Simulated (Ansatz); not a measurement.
[WO3Cl]- (WClO3⁻). The state is a triplet with charge -1. Geometry r2SCAN-D4/def2-SVPD, that of the charge -1 singlet; atoms count from 1.

Cartesian coordinates in Å:
```
W 0.052 -0.008 -0.099
O 0.720 1.546 -0.557
O 1.353 -1.178 -0.008
O -1.083 -0.520 -1.333
Cl -1.043 0.160 1.997
```

In the def2 sets W takes a core potential; there is no spin–orbit coupling. The highest occupied level of the charge -1 triplet lies above zero (up to 1.16 eV). By energy differences its removal costs 0.84 eV (vertical, to the charge 0 doublet, at PBE0-D4/def2-TZVPD), and other spins of that charge weren't run; a positive level beside a positive removal energy at the same level points to self-interaction error. At PBE0-D4/def2-TZVPD a singlet of charge -1 lies 4.69 eV below the triplet at the same geometry.

(1) Estimate the Mulliken populations from the PBE0/def2-TZVPD orbitals of Ansatz.

(2) Where does the spin sit?

(3) And the Mayer bond orders between bonded heavy atoms (over 0.3)?

Answers

(1) 
```tsv
atom	charge (e)	spin (α − β)	d electrons
W1	1.51	0.61	3.66
O2	-0.56	0.64	–
O3	-0.56	0.65	–
O4	-0.72	0.07	–
Cl5	-0.67	0.03	–
```
Mulliken values and Mayer orders depend strongly on the basis. With diffuse functions, as here, like atoms can get unlike values, and bond orders can come out too low or too high.

(2) Summed by element: W 0.61, O 1.36, Cl 0.03, of 2 unpaired in all. Largest on single atoms: O3 0.65, O2 0.64, W1 0.61.

(3) W1–O2 1.33 (1.75 Å); W1–O3 1.32 (1.75 Å); W1–O4 1.66 (1.75 Å); W1–Cl5 0.65 (2.37 Å).
